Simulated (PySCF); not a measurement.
# One molecule, several mistakes: BC3H7

These are calculations, not measurements. The program is PySCF 2.14.0, an open-source quantum chemistry code, run on an isolated molecule that a program drew, which may never have been made. The molecule is BC3H7 (charge 0, singlet), drawn as the SMILES string `B=CCC`.

Each row is a Hartree-Fock (HF) and frozen-core CCSD(T) single point in the cc-pVDZ basis, meant for a local HF minimum. Run 1 is clean. Each other run has one planted mistake out of seven kinds, and not every kind appears here: one electron removed, one electron added, multiplicity raised by two, geometry at a saddle point, minimal basis STO-3G, one bond length entered in bohr, all coordinates scaled. The reference is restricted for singlets and unrestricted otherwise, and also for a bond in bohr. Adding or removing an electron swaps singlet and doublet. Electrons count all cores. HOMO and LUMO are orbital energies over both spins, the gradient is its largest component, and the lowest frequency (negative if imaginary) is given only where the gradient is small. Bond lengths are over the 10 bonds as drawn. T1 is the CCSD diagnostic: over 0.02 (restricted) or 0.045 (unrestricted) a single reference is doubtful.

Geometry of the clean run:
```xyz
11
BC3H7, angstrom
B     0.9947   -0.5156   -2.4058
C     0.2509   -0.8826   -1.2983
C    -0.3767   -0.0094   -0.2321
C     0.1437   -0.3112    1.1738
H     1.6276   -0.2356   -3.3573
H     0.1029   -1.9577   -1.1798
H    -0.2052    1.0454   -0.4622
H    -1.4625   -0.1500   -0.2474
H     1.2196   -0.1350    1.2385
H    -0.3526    0.3191    1.9165
H    -0.0396   -1.3547    1.4438
```

```
run  electrons  basis functions  <S^2>  HOMO (eV)  LUMO (eV)  gradient (hartree/bohr)  lowest frequency (cm^-1)  mean bond (Å)  longest bond (Å)      T1  HF (hartree)  CCSD(T) (hartree)                          mistake
  1         30               91  0.000      -8.50       2.44                  3.2e-05                       128         1.2162             1.529  0.0105    -142.30121         -142.87068                         no fault
  2         30               27  0.000      -6.66       7.16                  5.1e-02                         -         1.2162             1.529  0.0080    -140.56811         -140.83830             minimal basis STO-3G
  3         31               91  0.822       0.41       9.18                  3.7e-02                         -         1.2162             1.529  0.0184    -142.24751         -142.83320               one electron added
  4         30               91  0.000      -8.84       2.88                  9.4e-02                         -         1.1056             1.390  0.0096    -142.19482         -142.74439           all coordinates scaled
  5         30               91  0.705      -8.62       2.13                  2.6e-02                         -         1.3135             2.066  0.0557    -142.17856         -142.74568  one bond length entered in bohr
  6         30               91  2.018      -6.54       1.06                  8.8e-02                         -         1.2162             1.529  0.0119    -142.23766         -142.77541                                ?
```

**Which mistake was planted in run 6, and what did it cost?**

Electrons, basis and geometry are unchanged, and <S^2> is 2.018, beside S(S+1) = 2.00 for a multiplicity of 3. So the mistake is: multiplicity raised by two. Subtracting run 1 and multiplying by 627.51 kcal/mol a hartree, the energy moved by 39.9 kcal/mol in HF and 59.8 kcal/mol in CCSD(T).

Cautions from the logs. Run 3: the HOMO is above zero, so the electron isn't bound and the energy depends on the basis; run 5: T1 is over the limit, so its CCSD(T) energy is less reliable.
